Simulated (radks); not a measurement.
Ni2+, 26 electrons, occupied as [Ar] 3d8. Method: scalar-relativistic Kohn-Sham, SCAN, spin-polarised, spherical densities, finite nucleus; open shells are filled with parallel spins first; meta-GGA in the generalised Kohn-Sham scheme; Fermi nuclear charge, rms radius 3.7757 fm; computed with a radial shooting solver on a logarithmic mesh with Libxc functionals.

Local quantities along the radius. ELF = 1/(1 + alpha^2) is the electron localisation function; alpha = (tau - tau_W)/tau_unif compares the Pauli kinetic energy density with that of the uniform gas (summed over spins). tau is taken from the large components.

r (bohr)    ELF    alpha
0.002911  1.000  0.01739
0.003283  1.000  0.01771
0.003701  1.000  0.01812
0.004173  1.000  0.01865
0.004743  1.000  0.01935
0.005348  1.000  0.02016
0.006029  1.000  0.02115
0.006798  1.000  0.02235
0.007665  0.999  0.02382
0.008642  0.999  0.02563
0.009822  0.999  0.02803
0.01107   0.999  0.03084
0.01249   0.999  0.03438
0.01408   0.998  0.03887
0.01587   0.998  0.04467
0.01804   0.997  0.05285
0.02034   0.996  0.06316
0.02293   0.994  0.07718
0.02586   0.991  0.09663
0.02916   0.985   0.1242
0.03314   0.973   0.1673
0.03736   0.951   0.2277
0.04212   0.908   0.3178
0.0475    0.830   0.4522
0.05355   0.705   0.6474
0.06086   0.531   0.9402
0.06862   0.390    1.250
0.07737   0.305    1.510
0.08724   0.283    1.593
0.09836   0.322    1.450
0.1109    0.419    1.178
0.126     0.562   0.8826
0.1421    0.688   0.6736
0.1602    0.770   0.5465
0.1807    0.811   0.4835
0.2037    0.813   0.4792
0.2315    0.764   0.5551
0.261     0.639   0.7514
0.2943    0.426    1.160
0.3318    0.251    1.728
0.3741    0.188    2.079
0.4252    0.247    1.744
0.4794    0.412    1.196
0.5406    0.602   0.8129
0.6095    0.721   0.6224
0.6872    0.769   0.5477
0.781     0.773   0.5417
0.8806    0.742   0.5898
0.9929    0.676   0.6931
1.119     0.568   0.8718
1.262     0.434    1.143
1.423     0.300    1.528
1.617     0.180    2.134
1.824     0.105    2.918
2.056     0.059    3.992
2.318     0.032    5.540
2.614     0.016    7.967
2.971     0.006    12.49
3.35      0.002    20.57
3.777     0.001    36.99

On this mesh the ELF has minima near r = 0.087, 0.37 bohr, which separate the shells, and maxima near 0.20 (0.81), 0.78 (0.77).

Self-consistent cycle (total energy in hartree, residual of the potential): 1: -1515.507097, 6e+00; 2: -1518.889513, 3e+00; 3: -1519.905503, 9e-01; 4: -1519.955067, 4e-01; 5: -1519.980064, 8e-02; 6: -1519.980940, 4e-02; 7: -1519.981312, 5e-03; 8: -1519.981309, 1e-03; 9: -1519.981297, 2e-04; 10: -1519.981295, 8e-05; 11: -1519.981295, 4e-05; 12: -1519.981295, 2e-05; 13: -1519.981295, 6e-06; 14: -1519.981295, 6e-07.
